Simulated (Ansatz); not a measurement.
Start from `[SiH3][C]1([SiH3])[AlH][SiH2]1` and change one atom or group to get `[SiH3][CH]1[AlH][SiH2]1`.

Ansatz, PBE0-D4/def2-TZVP geometries, multiplicity 1.  `[SiH3][C]1([SiH3])[AlH][SiH2]1` holds a close contact that its SMILES doesn't draw: H···Al 1.88 Å. `[SiH3][CH]1[AlH][SiH2]1` holds a close contact that its SMILES doesn't draw: H···Al 1.90 Å.

| property | `[SiH3][C]1([SiH3])[AlH][SiH2]1` |
| --- | --- |
| HOMO energy (B3LYP/def2-TZVPP) / eV | -6.15 |
| HOMO–LUMO gap (B3LYP/def2-TZVPP) / eV | 4.87 |
| LUMO energy (ωB97M-V/def2-TZVPP) / eV | 0.58 |
| size of the dipole moment (B3LYP/def2-TZVPP) / D | 1.51 |
| LUMO energy (B3LYP/def2-TZVPP) / eV | -1.28 |
| size of the dipole moment (ωB97M-V/def2-TZVPP) / D | 1.56 |

Question: What does the change do to each property? (Best estimate.)

Answer: Computed: 
```
                                          property  `[SiH3][CH]1[AlH][SiH2]1`  shift
               HOMO energy (B3LYP/def2-TZVPP) / eV                      -6.00   0.15
             HOMO–LUMO gap (B3LYP/def2-TZVPP) / eV                       4.93   0.06
             LUMO energy (ωB97M-V/def2-TZVPP) / eV                       0.79   0.21
  size of the dipole moment (B3LYP/def2-TZVPP) / D                       1.08  -0.43
               LUMO energy (B3LYP/def2-TZVPP) / eV                      -1.07   0.21
size of the dipole moment (ωB97M-V/def2-TZVPP) / D                       1.11  -0.45
```

With PBE0 the HOMO rises by 0.15 eV and the LUMO rises by 0.21 eV, so the gap widens by about 0.06 eV. PBE moves the HOMO by 0.16 eV and ωB97M-V by 0.13 eV. The zero-point energy changes by -42.1 kJ/mol with -9 modes. Dipoles are sizes alone; their direction can turn.

Positive LUMOs are unbound, so they and the gaps depend on the basis.

B3LYP here is the variant with VWN-RPA as its local correlation; programs differ in this.
